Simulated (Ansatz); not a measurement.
A nudged elastic band was laid between two geometries of Cl2H3NSi + H2S (10 atoms, charge 0, multiplicity 1).

All numbers below come from RKS PBE-D4/6-31G* (Ansatz).

* movable images: 7
* climbing image: yes
* spring: 5.0 eV/Å²
* optimiser: quadratic models (default)
* start path: through a guess of the saddle point
* force threshold: 0.05 eV/Å
* iteration limit: 60
* end points: relaxed

Image 0:

```xyz
10
Properties=species:S:1:pos:R:3
Si 0.413 -0.042 -0.132
H 0.390 0.158 1.338
N 2.009 0.182 -0.725
H 2.773 -0.288 -0.237
H 2.176 0.213 -1.731
Cl -0.787 1.343 -1.103
Cl -0.435 -1.921 -0.507
S -3.029 -0.067 1.931
H -3.014 0.724 0.826
H -2.731 -1.174 1.200
```

Image 8:

```xyz
10
Properties=species:S:1:pos:R:3
Si -0.498 0.113 -1.050
H 0.004 -0.920 2.293
N 0.907 0.087 -0.054
H 1.690 -0.505 -0.339
H 1.231 0.972 0.341
Cl -0.389 1.250 -2.789
Cl -0.773 -1.860 -1.624
S -2.128 0.957 0.036
H -1.921 0.163 1.123
H -0.356 -1.128 2.921
```

Q: Which bonds break or form, and what moves?

A: Bonds broken: Si1–H2, S8–H10. Bonds formed: Si1–S8, H2–H10. Cl2H3NSi + H2S becomes Cl2H3NSSi + H2.

Q: What energy profile does the band end with?

A: The forces met the threshold. The highest image is number 4 of 0 to 8, 48.2 kcal/mol above the first end and 59.2 kcal/mol above the last; the last end lies 11.1 kcal/mol below the first. Neighbouring images differ by up to 1.8 eV, so the band resolves the path poorly. A vibrational analysis at the climbing image gives 2 clearly imaginary modes (1103i, 133i cm⁻¹): a point of higher order, so a lower path passes nearby. The orbitals stay closed-shell, which can raise the energy where a bond breaks towards radicals; this wasn't checked here.

| image | path coordinate (Å) | energy (kcal/mol) | Si1–H2 (Å) | S8–H10 (Å) | Si1–S8 (Å) |
| --- | --- | --- | --- | --- | --- |
| 0 | 0.00 | 0.0 | 1.48 | 1.36 | 4.01 |
| 1 | 1.43 | 0.5 | 1.48 | 1.36 | 3.95 |
| 2 | 2.87 | 1.3 | 1.49 | 1.36 | 4.04 |
| 3 | 4.30 | 6.5 | 1.50 | 1.36 | 3.58 |
| 4 | 5.73 | 48.2 | 1.75 | 1.71 | 2.50 |
| 5 | 6.90 | 8.8 | 2.62 | 2.35 | 2.21 |
| 6 | 8.06 | -6.1 | 3.13 | 3.08 | 2.15 |
| 7 | 9.23 | -10.5 | 3.49 | 3.70 | 2.13 |
| 8 | 10.39 | -11.1 | 3.53 | 3.98 | 2.13 |

Q: What is the geometry of the highest image?

A: 
```xyz
10
Properties=species:S:1:pos:R:3
Si -0.246 0.000 -0.286
H 0.056 -0.232 1.426
N 1.460 -0.078 -0.602
H 2.004 -0.835 -0.182
H 1.986 0.797 -0.640
Cl -0.551 1.831 -1.273
Cl -0.855 -1.854 -1.018
S -2.420 0.393 0.887
H -2.768 -0.918 0.987
H -0.897 0.024 1.560
```

The run took 7.6 min on 2 threads of Arm Neoverse V1 (shared host), peak memory 0.16 GiB.
